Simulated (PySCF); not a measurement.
Lu(III) with more and more OH

Computed with PySCF 2.14.0, PBE0, def2-SVP on the ligands, density fitting, scalar-relativistic core potentials, no spin-orbit coupling, vacuum. The metal has lcecp-1-SVP with ECP60. Each complex is relaxed within the symmetry of its template. Distances are means of the shortest metal–ligand contacts, charges and spins Mulliken's; removal energies are rigid, with the ligand's formal charge and no counterpoise, so too large; for an anion taken off a cation in vacuum most of it is the attraction of opposite charges, and multiply charged cations can part far more cheaply with an electron moved from ligand to metal. lcecp potentials hold a fixed number of 4f electrons in the core, out of states, spins and gaps.

```tsv
complex	point group	M–OH (Å)	charge on M (e)	dipole (D)	removal of one OH (eV)	strongest infrared band, degenerate modes summed (cm⁻¹)	unstable modes (below −25 cm⁻¹)
[Lu(OH)2]+	C2v	1.914	1.35	–	18.20	–	0
[Lu(OH)4]−	S4	2.085	0.71	–	6.06	–	1 (soft)
```

Q: What does the calculation give for Lu(OH)3?

A: point group: D3h, M–OH (Å): 1.997, charge on M (e): 1.01, dipole (D): 0.02, removal of one OH (eV): 11.61, strongest infrared band, degenerate modes summed (cm⁻¹): 363, unstable modes (below −25 cm⁻¹): 0.
```xyz
7

Lu    0.0000    0.0000    0.1375
O     1.9972    0.0000    0.1435
H     2.9512    0.0000    0.1497
O    -0.9986    1.7296    0.1435
H    -1.4756    2.5559    0.1497
O    -0.9986   -1.7296    0.1435
H    -1.4756   -2.5559    0.1497
```

The more ligands, the longer each bond and the weaker the last ligand is held.

Members with unstable modes aren't minima as they stand: saddle points kept by symmetry or, where the modes are soft, flat surfaces and noise. One start shape was tried for each, so a minimum needn't be the lowest isomer.
